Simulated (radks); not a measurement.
Values are calculated unless marked as measured or tabulated.
Question: Dy LIX, configuration [He] 2s2 2p4 (the NIST ground configuration). Level of theory: scalar-relativistic Kohn-Sham, PBE, spin-polarised, spherical densities, finite nucleus; open shells are filled with parallel spins first (spin-orbit coupling, left out, can overturn this in heavy ions); Fermi nuclear charge, rms radius 5.2218 fm (a radial shooting solver on a logarithmic mesh with Libxc functionals). Some entries of the table are withheld. Estimate them.

| orbital | occ. | eigenvalue (hartree) | <r> (bohr) | <r^2> (bohr^2) |
|---|---|---|---|---|
| 1s up | 1 | -2168.101 | 0.02108 | 0.0006072 |
| 1s down | 1 | -2167.064 | 0.02107 | 0.0006066 |
| 2s up | 1 | -505.1359 | 0.08728 | (1) |
| 2s down | 1 | -503.4368 | 0.08740 | (2) |
| 2p up | 3 | -471.5323 | 0.07668 | 0.007133 |
| 2p down | 1 | -469.5174 | 0.07682 | 0.007162 |
| 3s up | 0 | (3) | 0.2056 | 0.04813 |
| 3s down | 0 | (4) | 0.2059 | 0.04828 |
| 3p up | 0 | -202.3629 | 0.1988 | 0.04562 |
| 3p down | 0 | -201.8365 | 0.1991 | 0.04580 |

Answer: 
(1) 2s up <r^2> (bohr^2): 0.008967
(2) 2s down <r^2> (bohr^2): 0.008994
(3) 3s up eigenvalue (hartree): -212.4049
(4) 3s down eigenvalue (hartree): -211.9310
